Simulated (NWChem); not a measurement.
**Correlation energy of CHCl$_{2}$**

SMILES: Cl[CH]Cl
```xyz
4

Cl     0.1691    -0.0239     1.4703
C     -0.6687     0.1485     0.0000
Cl     0.1691    -0.0239    -1.4703
H     -1.7364    -0.0785     0.0000
```
Charge 0, spin multiplicity 2.

All runs are NWChem calculations. All single points use one geometry, from UPBE0/def2-SVP, a minimum by its harmonic frequencies.

Basis set: STO-3G. Each correlation energy counts from its own Hartree-Fock reference.

The correlated methods keep 11 core orbitals frozen. The structure started from a generated list of species. The unpaired electrons of the parent sit in orbitals of symmetry a' (Cs labels of the run); other states weren't searched. No SCF solution was tested for a lower state. Open-shell Hartree-Fock references start from PBE0 orbitals. No row is a measurement; the coupled-cluster row has its own basis-set and correlation limits.

Order these methods by the correlation energy they give, lowest first: UMP2, SCS-UMP2, CCSD on UHF, CCSD[T] on UHF.

CCSD[T] on UHF (-75.0 mHa), CCSD on UHF (-73.5 mHa), SCS-UMP2 (-58.9 mHa), UMP2 (-54.9 mHa)
